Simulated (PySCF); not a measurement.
C3H8OSi. Atoms are numbered in the order given.

```xyz
13

C      0.2454     2.5200     0.0000
Si    -0.4966     0.7851     0.0000
C      0.9187    -0.4911     0.0000
C      0.4493    -1.9234     0.0000
O     -0.7099    -2.2592     0.0000
H     -0.5471     3.2854     0.0000
H      0.8721     2.6843    -0.8917
H      0.8721     2.6843     0.8917
H     -1.3353     0.5926     1.2164
H     -1.3353     0.5926    -1.2164
H      1.5818    -0.3443    -0.8740
H      1.5818    -0.3443     0.8740
H      1.2604    -2.6999     0.0000
```
Charge 0, spin multiplicity 1.

Geometry optimised at B3LYP-D3(BJ)/def2-SVP. This is a generated structure with no PubChem entry under its InChIKey; it may be hypothetical. Other conformers were not sampled.

These are TDDFT-LC-ωPBE/def2-SVPD (PySCF) values and carry that method's errors.

Vertical excitations.  State labels are in the subgroup Cs.

Q: Estimate the UV-visible absorptions. (Estimate from the structure and the level; the computed values follow.)

A: 
```json
[
 {"state": "S1", "symmetry": "A\"", "energy (eV)": "4.32", "λ (nm)": "287", "f": "0.000", "main pairs": "HOMO→LUMO 96 %"},
 {"state": "S2", "symmetry": "A\"", "energy (eV)": "7.58", "λ (nm)": "164", "f": "0.001", "main pairs": "HOMO−2→LUMO 86 %"},
 {"state": "S3", "symmetry": "A'", "energy (eV)": "7.83", "λ (nm)": "158", "f": "0.020", "main pairs": "HOMO→LUMO+2 54 %, HOMO→LUMO+1 32 %"},
 {"state": "S4", "symmetry": "A'", "energy (eV)": "8.70", "λ (nm)": "143", "f": "0.045", "main pairs": "HOMO→LUMO+1 43 %, HOMO→LUMO+4 26 %, HOMO→LUMO+2 12 %"},
 {"state": "S5", "symmetry": "A'", "energy (eV)": "8.97", "λ (nm)": "138", "f": "0.051", "main pairs": "HOMO→LUMO+3 31 %, HOMO−4→LUMO 27 %, HOMO−3→LUMO 16 %, HOMO→LUMO+8 6 %"},
 {"state": "S6", "symmetry": "A'", "energy (eV)": "9.06", "λ (nm)": "137", "f": "0.019", "main pairs": "HOMO−3→LUMO 24 %, HOMO→LUMO+3 22 %, HOMO−4→LUMO 15 %, HOMO→LUMO+8 12 %"},
 {"state": "S7", "symmetry": "A'", "energy (eV)": "9.15", "λ (nm)": "136", "f": "0.062", "main pairs": "HOMO−1→LUMO+1 71 %, HOMO−1→LUMO+2 14 %"},
 {"state": "S8", "symmetry": "A\"", "energy (eV)": "9.17", "λ (nm)": "135", "f": "0.011", "main pairs": "HOMO−1→LUMO 38 %, HOMO−7→LUMO 25 %, HOMO−3→LUMO+1 16 %"},
 {"state": "S9", "symmetry": "A\"", "energy (eV)": "9.25", "λ (nm)": "134", "f": "0.066", "main pairs": "HOMO−3→LUMO+1 51 %, HOMO−7→LUMO 12 %, HOMO−1→LUMO 10 %, HOMO−3→LUMO+2 8 %"},
 {"state": "S10", "symmetry": "A'", "energy (eV)": "9.26", "λ (nm)": "134", "f": "0.125", "main pairs": "HOMO→LUMO+4 31 %, HOMO−3→LUMO 15 %, HOMO→LUMO+6 9 %, HOMO→LUMO+8 8 %"},
 {"state": "T1", "symmetry": "A\"", "energy (eV)": "3.67", "λ (nm)": "338", "f": "0", "main pairs": "HOMO→LUMO 95 %"},
 {"state": "T2", "symmetry": "A'", "energy (eV)": "5.99", "λ (nm)": "207", "f": "0", "main pairs": "HOMO−4→LUMO 78 %, HOMO−8→LUMO 12 %"},
 {"state": "T3", "symmetry": "A\"", "energy (eV)": "7.34", "λ (nm)": "169", "f": "0", "main pairs": "HOMO−2→LUMO 79 %"},
 {"state": "T4", "symmetry": "A'", "energy (eV)": "7.57", "λ (nm)": "164", "f": "0", "main pairs": "HOMO→LUMO+2 58 %, HOMO→LUMO+1 25 %"}
]
```
Triplets are in the Tamm–Dancoff approximation, which puts them higher than full response would, so one can lie above its singlet here.
